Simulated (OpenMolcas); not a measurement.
**Al I: the spin-orbit constant, thermal populations, worked from levels**

```
Program             : OpenMolcas
Basis               : ANO-RCC-VTZP [5s4p2d1f]
Scalar Hamiltonian  : DKH2, point nucleus
Active space        : 3 electrons in 9 orbitals (RAS2 3s 3p; RAS3 3d, at most 2 electrons)
State averaging     : 2S+1 = 4 odd, 1 root (0 in the spin-orbit step); 2S+1 = 2 odd, 3 roots; 2S+1 = 4 even, 3 roots; 2S+1 = 2 even, 5 roots
Spin-orbit coupling : RASSI with atomic mean-field integrals over the reference wave functions, term energies averaged over their components
```

Methods: RASSCF; SS-RASPT2, IPEA 0.25 Eh, imaginary shift 0.1 Eh (closed shells correlated: 2s 2p). Measured levels: NIST Handbook of Basic Atomic Spectroscopic Data.

**The spin-orbit constant.** For the Hund term 2P* of p1, E(J) = (A/2) J(J+1) + constant and ζ = 2S·A = A. From J = 1/2 to J = 3/2 the energy changes by 1.5 A.

```json
{"Source": "RASSCF", "E(3/2) - E(1/2)": "106.2", "A": "70.8", "ζ": "71"}
{"Source": "SS-RASPT2", "E(3/2) - E(1/2)": "106.2", "A": "70.8", "ζ": "71"}
{"Source": "measured", "E(3/2) - E(1/2)": "112.1", "A": "74.7", "ζ": "75"}
```

All in cm-1. SS-RASPT2 is off by -5.3 % and RASSCF by -5.3 %. Both methods take the spin-orbit matrix elements from the reference wave functions, so the second can move ζ only through the term energies and any multistate remixing.

**Thermal populations.** Z = Σ (2J + 1) exp(-E/kT) with k = 0.695035 cm-1/K, over the levels below. No other level of either list lies under 25300 cm-1, which is above 7 kT at each temperature.

```json
{"Level": "3s2 3p 2P* 1/2", "2J + 1": "2", "SS-RASPT2": "0.0", "measured": "0.0"}
{"Level": "3s2 3p 2P* 3/2", "2J + 1": "4", "SS-RASPT2": "106", "measured": "112"}
```

```
T (K)  Z, SS-RASPT2  Z, measured levels  Ground level (%), SS-RASPT2  Ground level (%), measured levels
 2000         5.706               5.690                         35.0                               35.1
 3000         5.802               5.791                         34.5                               34.5
 5000         5.880               5.873                         34.0                               34.1
```

At 5000 K, kT = 3475 cm-1, and the computed levels give Z = 2.000 + 3.880 = 5.880.

CASPT2 breaks the degeneracy within a term, and the mean is taken; among the terms shown or strongly mixed into the levels shown the widest spread is 14 cm-1 (3s2 3p 2P*, SS-RASPT2). Active for correlation alone: 3d; no level in the range computed is led by a configuration that fills it, so any true level of that kind is missing. Without dynamic correlation excited terms often stand tens of per cent too high (terms of higher spin than the ground term too low), and those without a measured partner can miss by more than the paired ones (holds for RASSCF). Measured partners are found by configuration, term and J. A level has none where our copy of the source lacks it or the pairing is in doubt (some pairs that miss far off the trend of their configuration count as doubtful), and it then counts in no deviation. Levels of configurations outside the active space are missing.

* marks odd parity.
